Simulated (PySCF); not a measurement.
# Reading the logs of faulty runs: AlH2NSi

All numbers below are calculated, not measured. They come from PySCF 2.14.0, an open-source quantum chemistry program, on an isolated molecule that a program drew, which may never have been made. The molecule is AlH2NSi (charge 0, singlet), drawn as the SMILES string `[AlH]=[N][SiH]`.

Each row is a Hartree-Fock (HF) and frozen-core CCSD(T) single point in the cc-pV(D+d)Z basis, meant for a local HF minimum. Run 1 is clean. Each other run has one planted mistake out of seven kinds, and not every kind appears here: one electron removed, one electron added, multiplicity raised by two, geometry at a saddle point, minimal basis STO-3G, one bond length entered in bohr, all coordinates scaled. The reference is restricted for singlets and unrestricted otherwise, and also for a bond in bohr. Adding or removing an electron swaps singlet and doublet. Electrons count all cores. HOMO and LUMO are orbital energies over both spins, the gradient is its largest component, and the lowest frequency (negative if imaginary) is given only where the gradient is small. Bond lengths are over the 4 bonds as drawn. T1 is the CCSD diagnostic: over 0.02 (restricted) or 0.045 (unrestricted) a single reference is doubtful.

Geometry of the clean run:
```xyz
5
AlH2NSi, angstrom
Al   -1.0581    1.4980   -2.2307
N    -0.9232    0.6440   -0.8468
Si   -0.6644   -0.0835    0.6504
H    -1.1692    2.3291   -3.5359
H    -1.4853   -1.3779    0.4876
```

| run | electrons | basis functions | <S^2> | HOMO (eV) | LUMO (eV) | gradient (hartree/bohr) | lowest frequency (cm^-1) | mean bond (Å) | longest bond (Å) | T1 | HF (hartree) | CCSD(T) (hartree) | mistake |
|---|---|---|---|---|---|---|---|---|---|---|---|---|---|
| 1 | 36 | 70 | 0.000 | -6.99 | 1.10 | 3.8e-05 | 121 | 1.6023 | 1.685 | 0.0267 | -586.40130 | -586.75349 | no fault |
| 2 | 35 | 70 | 0.775 | -15.09 | -5.13 | 8.4e-02 | - | 1.6023 | 1.685 | 0.0298 | -586.18146 | -586.50068 | one electron removed |
| 3 | 36 | 25 | 0.000 | -3.15 | 7.72 | 4.0e-02 | - | 1.6023 | 1.685 | 0.0345 | -579.38195 | -579.56494 | minimal basis STO-3G |
| 4 | 37 | 70 | 0.961 | 0.00 | 5.85 | 4.0e-02 | - | 1.6023 | 1.685 | 0.0435 | -586.37853 | -586.74703 | one electron added |
| 5 | 36 | 70 | 0.000 | -6.71 | 1.25 | 8.5e-02 | - | 1.4997 | 1.577 | 0.0238 | -586.37455 | -586.71688 | ? |

**Which mistake was planted in run 5, and what did it cost?**

The mean and the longest bond both change by the same factor, 0.936, and the gradient is no longer small. So the mistake is: all coordinates scaled. Subtracting run 1 and multiplying by 627.51 kcal/mol a hartree, the energy moved by 16.8 kcal/mol in HF and 23.0 kcal/mol in CCSD(T).

Cautions from the logs. Run 1: T1 is over the limit, so its CCSD(T) energy is less reliable; run 3: T1 is over the limit, so its CCSD(T) energy is less reliable; run 4: the HOMO is above zero, so the electron isn't bound and the energy depends on the basis; run 5: T1 is over the limit, so its CCSD(T) energy is less reliable.
